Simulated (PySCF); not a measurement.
Job for PySCF: U-B3LYP/LANL2DZ on GaH3O2 (SMILES [OH][GaH][OH]), a point of a bond scan (R = 2.088 Å).

```python
from pyscf import gto, scf, dft, mp
from pyscf.data.elements import chemcore

mol = gto.M(
    atom='''
    Ga   -0.24404156   -0.17751198   -0.15122784
    H    -1.74279671   -1.30986568   -1.06365651
    O     0.02041342    1.53779605   -0.57659188
    H     0.74228075    1.94032686   -0.08185129
    O     0.90232372   -0.75596542    1.10558427
    H     0.79534111   -1.67580809    1.36507609
    ''',
    basis='lanl2dz',
    ecp={'Ga': 'lanl2dz'},
    charge=0, spin=0, verbose=3, max_memory=1800)
mf = dft.UKS(mol, xc='b3lyp')
mf.conv_tol = 1e-8
mf.max_cycle = 100
mf.init_guess_breaksym = True
mf.kernel()
if not mf.converged:
    mf = mf.newton().run(mf.mo_coeff, mf.mo_occ)
for _ in range(4):
    mo, _, stable, _ = mf.stability(return_status=True)
    if stable:
        break
    mf.kernel(mf.make_rdm1(mo, mf.mo_occ))
```

Program output:

```
converged SCF energy = -154.333631042173  <S^2> = 1.1246115e-11  2S+1 = 1
<class 'pyscf.dft.uks.UKS'> wavefunction is stable in the internal stability analysis
```

The calculation finished and met its thresholds.

Cost: very roughly 30 core-seconds.
